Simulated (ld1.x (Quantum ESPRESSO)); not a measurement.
**Before and after: TM potential for antimony**

| Quantity | Value |
| --- | --- |
| Element | Sb (Z = 51) |
| Generator | ld1.x (Quantum ESPRESSO) 7.5 |
| Type | norm-conserving Troullier–Martins (Kleinman–Bylander form) |
| Functional | PBEsol |
| Relativity | scalar-relativistic |
| Frozen core | [Kr] 4d10 |
| Valence charge | 5 |
| Reference configuration | 5s2 5p1 (charge +2) |
| Partial waves | 5p (bound): rc 1.70 bohr; 5d channel at -0.05 Ry: rc 1.95 bohr; 5s (bound): rc 1.80 bohr |
| Local potential | the s channel |
| Core correction | a·sin(br)/r model core, default radius (core density twice the valence density) |

Change: wave 5p (bound): rc 1.70 bohr becomes 5p (bound): rc 1.56 bohr.

Cutoffs: the cutoffs (Ry, on a coarse ladder) from which the occupation-weighted sum of valence levels, in a spherical-Bessel basis at the reference potential, stays within 10 and 1 mRy of its value at 400 Ry; they do not see the model core or the augmentation charge, which bear on the density cutoff. Errors are all-electron minus pseudo energies relative to the spin-unpolarised reference configuration.

Task: What does the change do?

Result: The potential gets harder (35 Ry and 55 Ry → 60 Ry and 110 Ry); both files keep a bound ghost (d, p); of the 7 tests that both files solve, the error grows in 5 and shrinks in 0 by more than 15 % and 0.3 meV (median size 15.9 → 20.4 meV). A smaller radius makes the pseudo-wave follow the all-electron one further in, where it bends more sharply, so more plane waves are needed. That the errors move this way runs against the usual rule that smaller radii transfer better.

| quantity | base | changed |
| --- | --- | --- |
| cutoff, loose | 35 Ry | 60 Ry |
| cutoff, tight | 55 Ry | 110 Ry |
| loose cutoff by channel (10 mRy a level) | p 35 Ry, s 21 Ry | p 60 Ry, s 21 Ry |
| bound ghosts | p, d | d, p |
| error for 5s2 5p3, meV [ΔE -24.36 eV] | -21 | -28 |
| error for 5s2 5p2, meV [ΔE -16.01 eV] | -8.7 | -11 |
| error for 5s2 5p0, meV [ΔE 24.44 eV] | -40 | -44 |
| error for 5s2 5p2.5, meV [ΔE -21.08 eV] | -16 | -20 |
| error for 5s1 5p0, meV [ΔE 68.78 eV] | -294 | -304 |
| error for 5s0 5p5, meV [ΔE -7.86 eV] | -0.9 | -11 |
| error for 5s1 5p3, meV [ΔE -7.25 eV] | +1.0 | -3.1 |
| s: phases at 2.14 bohr within 0.05 rad from the reference energy up to (Ry; the scan ends near 5) | 2.6 | 2.6 |
| p: phases at 2.14 bohr within 0.05 rad from the reference energy up to (Ry; the scan ends near 5) | 4.3 | 4.5 |
| d: phases at 2.14 bohr within 0.05 rad from the reference energy up to (Ry; the scan ends near 5) | 0.7 | 0.7 |

 A true bound ghost makes a file unfit for plane-wave use even where its test errors are small: the radial tests pick states by their node count and pass the ghost by.
